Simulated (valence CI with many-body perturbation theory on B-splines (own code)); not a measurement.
**E1 line list for Eu¹³⁺**

Computed by relativistic CI+MBPT: four valence electrons over a frozen Dirac-Fock core [Kr] 4d10, radial functions for each j: 7 s, 7 p, 7 d, 7 f, 4 g, 2 h, with the one-electron correlation potential Σ1, the two-electron term Σ2, the three-electron term Σ3, Breit, model QED; selected CI, second order for the rest, scaled by the run's own slope (own B-spline code, finite nucleus).

No measured spectrum was set against this ion. As an estimate, terms of the open shell hold to a few per cent of their energy, and close levels can change places; configurations with another count of f electrons can be misplaced by thousands of cm⁻¹.

Lines 51 to 100 of 552 in falling wavelength, among levels below 24.318 eV, chosen from the strongest by gf and those to the six lowest levels. Wavelengths and rates use the calculated energies, so an error of 2000 cm⁻¹ moves a line at 2072 Å by 4.1 % and its rate by three times that or more. Electric multipoles are in the length gauge, E1 and E2 with the static RPA response of the core. Weak lines are less certain than strong ones. Lines between different terms over intervals too small for the method are left out, as are lines whose strength nearly cancels. Where a level lies close to another of its J and parity, the split of strength between their lines is uncertain. The highest levels of a list are the least certain.

Names give the largest LS component (configuration and term), which can be under half, so a name can repeat, a term be missing and a line seem to break the LS rules; names also repeat where a configuration has a term twice. Letters in brackets count levels of one name in rising energy.

| λ vac (Å) | Upper | Lower | A (s⁻¹) | S (a.u.) |
| --- | --- | --- | --- | --- |
| 2072 | 4f⁴ ⁵F_3 | 4f³5s ⁵D°_2 | 1.06e+04 | 3.26e-04 |
| 2072 | 4f⁴ ³D_2 | 4f³5s ³D°_2 [c] | 1.18e+04 | 2.59e-04 |
| 2069 | 4f³5s ³H°_6 [a] | 4f²5s² ³H_5 | 4.96e+02 | 2.82e-05 |
| 2068 | 4f³5s ¹H°_5 [a] | 4f²5s² ³H_6 | 4.68e+02 | 2.25e-05 |
| 2061 | 4f³5s ³H°_4 [a] | 4f²5s² ³H_4 | 3.12e+03 | 1.21e-04 |
| 2057 | 4f³5s ³F°_4 [a] | 4f²5s² ³F_4 | 3.06e+02 | 1.18e-05 |
| 2055 | 4f³5s ³F°_2 [a] | 4f²5s² ³F_2 | 5.36e+03 | 1.15e-04 |
| 2049 | 4f⁴ ³F_2 [a] | 4f³5s ³F°_3 [b] | 1.58e+04 | 3.36e-04 |
| 2044 | 4f³5s ³F°_3 [a] | 4f²5s² ³F_3 | 3.39e+03 | 1.00e-04 |
| 2031 | 4f⁴ ³G_4 [c] | 4f³5s ¹G°_4 [b] | 2.43e+04 | 9.05e-04 |
| 2030 | 4f⁴ ⁵F_4 | 4f³5s ⁵D°_3 | 1.04e+04 | 3.85e-04 |
| 2029 | 4f⁴ ³K_7 [a] | 4f³5s ³I°_6 [b] | 3.59e+03 | 2.22e-04 |
| 1999 | 4f⁴ ³D_2 | 4f³5s ³D°_2 [b] | 1.64e+04 | 3.23e-04 |
| 1982 | 4f²5s5p ⁵H°_6 | 4f⁴ ⁵G_5 | 7.61e+03 | 3.80e-04 |
| 1981 | 4f³5s ³P°_2 | 4f²5s² ³F_3 | 1.79e+03 | 3.44e-05 |
| 1976 | 4f⁴ ³D_1 | 4f³5s ³F°_2 [b] | 3.87e+04 | 4.42e-04 |
| 1972 | 4f³5s ³G°_5 [a] | 4f²5s² ³F_4 | 2.15e+02 | 8.96e-06 |
| 1970 | 4f³5s ³S°_1 | 4f²5s² ³F_2 | 1.71e+03 | 1.94e-05 |
| 1965 | 4f⁴ ³M_8 | 4f³5s ¹L°_8 | 4.61e+03 | 2.93e-04 |
| 1939 | 4f³5s ¹H°_5 [b] | 4f²5s² ¹I_6 | 1.31e+04 | 5.17e-04 |
| 1937 | 4f5s²5p ³D_3 | 4f³5s ³F°_3 [c] | 2.45e+04 | 6.16e-04 |
| 1893 | 4f5s²5p ³D_3 | 4f³5s ³F°_4 [c] | 1.75e+04 | 4.09e-04 |
| 1892 | 4f³5s ⁵G°_5 | 4f²5s² ³H_5 | 3.92e+02 | 1.44e-05 |
| 1877 | 4f⁴ ³G_3 [b] | 4f³5s ³G°_4 [c] | 1.54e+04 | 3.52e-04 |
| 1871 | 4f⁴ ¹D_2 [a] | 4f³5s ³D°_2 [c] | 2.21e+04 | 3.58e-04 |
| 1869 | 4f⁴ ³F_3 [a] | 4f³5s ³D°_3 [c] | 9.88e+03 | 2.23e-04 |
| 1853 | 4f³5s ¹H°_5 [a] | 4f²5s² ³H_5 | 1.09e+03 | 3.77e-05 |
| 1849 | 4f⁴ ³G_4 [b] | 4f³5s ³G°_5 [c] | 2.62e+04 | 7.36e-04 |
| 1838 | 4f³5s ³D°_3 [a] | 4f²5s² ³F_4 | 1.02e+03 | 2.18e-05 |
| 1834 | 4f⁴ ¹D_2 [b] | 4f³5s ¹D°_2 [b] | 4.87e+04 | 7.42e-04 |
| 1807 | 4f²5s5p ⁵H°_3 | 4f⁴ ⁵G_3 | 2.13e+04 | 4.34e-04 |
| 1799 | 4f³5s ³G°_3 [b] | 4f²5s² ³F_3 | 7.37e+02 | 1.48e-05 |
| 1797 | 4f³5s ³D°_1 [a] | 4f²5s² ³F_2 | 4.36e+03 | 3.75e-05 |
| 1788 | 4f³5s ¹G°_4 [a] | 4f²5s² ³F_4 | 2.55e+03 | 6.48e-05 |
| 1787 | 4f²5s5p ⁵H°_3 | 4f⁴ ⁵G_2 | 1.65e+04 | 3.24e-04 |
| 1770 | 4f⁴ ³F_2 [c] | 4f³5s ³G°_3 [c] | 5.47e+04 | 7.48e-04 |
| 1767 | 4f⁴ ¹D_2 [c] | 4f³5s ¹F°_3 [a] | 1.88e+04 | 2.56e-04 |
| 1764 | 4f⁴ ³L_7 | 4f³5s ³L°_7 | 1.73e+04 | 7.01e-04 |
| 1764 | 4f⁴ ¹G_4 [b] | 4f³5s ¹G°_4 [b] | 3.29e+04 | 8.02e-04 |
| 1760 | 4f²5s5p ³H°_5 | 4f⁴ ³H_5 [a] | 9.21e+03 | 2.72e-04 |
| 1750 | 4f²5s5p ⁵H°_7 | 4f⁴ ³H_6 [a] | 2.00e+04 | 7.94e-04 |
| 1744 | 4f²5s5p ³H°_6 | 4f⁴ ⁵G_6 | 1.22e+04 | 4.15e-04 |
| 1740 | 4f³5s ³D°_2 [a] | 4f²5s² ³F_3 | 9.67e+02 | 1.26e-05 |
| 1738 | 4f⁴ ³G_4 [c] | 4f³5s ³G°_5 [c] | 2.53e+04 | 5.89e-04 |
| 1735 | 4f⁴ ³L_9 | 4f³5s ³L°_9 | 2.21e+04 | 1.08e-03 |
| 1726 | 4f⁴ ³I_7 [a] | 4f³5s ¹I°_6 | 4.73e+03 | 1.80e-04 |
| 1725 | 4f⁴ ³L_8 | 4f³5s ³L°_8 | 2.10e+04 | 9.04e-04 |
| 1721 | 4f⁴ ³H_4 [c] | 4f³5s ³G°_3 [c] | 1.51e+04 | 3.42e-04 |
| 1718 | 4f⁴ ³G_5 [a] | 4f³5s ³H°_6 [b] | 6.45e+03 | 1.77e-04 |
| 1711 | 4f⁴ ³L_8 | 4f³5s ³L°_7 | 1.05e+04 | 4.42e-04 |
